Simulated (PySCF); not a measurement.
## A small calculation by hand: dipole moment from atomic charges

Al(H)(Cl)(OMe) (CH₄AlClO), SMILES C[O][AlH][Cl]. Atoms are numbered in the order given.

```xyz
8

Al    -0.9093    -0.1785     0.0000
H     -2.4542    -0.4924     0.0000
Cl     0.5570    -1.7060     0.0000
O     -0.4153     1.4512     0.0000
C      0.7905     2.1722     0.0000
H      0.8480     2.8289    -0.8966
H      1.6898     1.5145     0.0000
H      0.8480     2.8289     0.8966
```
Charge 0, spin multiplicity 1.

Geometry: PBE-D3(BJ)/def2-SVP. One conformer was computed; it need not be the lowest.

Charges (e) from M06-2X/def2-TZVP in PySCF:

```
atom     IAO  Mulliken
----  ------  --------
Al1    1.034     0.529
H2    -0.196    -0.072
Cl3   -0.380    -0.263
O4    -0.681    -0.358
C5    -0.167    -0.230
H6     0.135     0.132
H7     0.120     0.131
H8     0.135     0.132
```

The dipole moment of the full density is 0.92 D.

What dipole moment does each set of point charges give, and which comes closer to that of the density?


μ = Σ q r, and 1 e Å = 4.8032 D.
IAO: Σ q r = (-0.088, 0.155, 0.000) e Å, |μ| = 0.86 D.
Mulliken: Σ q r = (-0.039, 0.316, 0.000) e Å, |μ| = 1.53 D.
IAO comes closer in size. Point charges leave out the atoms' own dipoles (lone pairs, polarised bonds); fits to the potential absorb them, partitions of the density don't.
